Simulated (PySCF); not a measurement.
**SbF⁺: frontier orbitals**

TPSSh at R = 1.851 Å; basis Sb def2-TZVPPD with ECP28, F def2-TZVPPD; scalar-relativistic core potentials; PySCF 2.14. State: ²Π (doublet), unpaired electrons π ↑. Only the outer orbitals are listed, counted within each symmetry, core potentials removing the inner ones.

```
spin  orbital  occ.  ε (eV)  on Sb (%)           main shells (%)
   α       5σ     1  -37.73          9                    90 F s
   α       6σ     1  -22.37         75           75 Sb s, 21 F p
   α       3π     1  -17.84          9                    90 F p
   α       7σ     1  -17.74         41  58 F p, 21 Sb s, 19 Sb p
   α       3π     1  -17.74          8                    91 F p
   α       4π     1  -12.75         94                   94 Sb p
   α       4π     0  -11.66         95                   94 Sb p
   α       8σ     0   -8.44        101            88 Sb p, 9 F p
   α       9σ     0   -4.31        103                  101 Sb s
   β       5σ     1  -37.62          9                    90 F s
   β       6σ     1  -21.69         67           66 Sb s, 29 F p
   β       3π     1  -17.73          7                    92 F p
   β       3π     1  -17.44          6                    93 F p
   β       7σ     1  -17.43         49  51 F p, 29 Sb s, 18 Sb p
   β       4π     0  -11.23         96                   95 Sb p
   β       4π     0  -10.33         97                   96 Sb p
   β       8σ     0   -8.05        100            86 Sb p, 8 F p
```

Which are the highest filled and the lowest empty level, where do they sit, and how wide is the gap?

Highest filled α 4π at -12.75 eV (in %: 94 Sb p); lowest empty α 4π at -11.66 eV (in %: 94 Sb p); the gap at TPSSh is 1.09 eV. Both belong to one degenerate shell, split only by its one-sided filling, so this is no excitation gap.

The bond order (Mayer) is 0.97 and the ⟨S²⟩ is 0.753. The charge on Sb (Mulliken, basis-dependent) is 1.34 and the charge on Sb (Löwdin, basis-dependent) is 1.55. The dipole moment (positive dipole points towards F; it is taken about the centre of mass and depends on that origin) is -2.61 D.

Shares are Mulliken populations and can fall outside 0 to 100 %.

Spin–orbit coupling is left out. The state was picked by a PBE0 search and need not be the measured ground state.
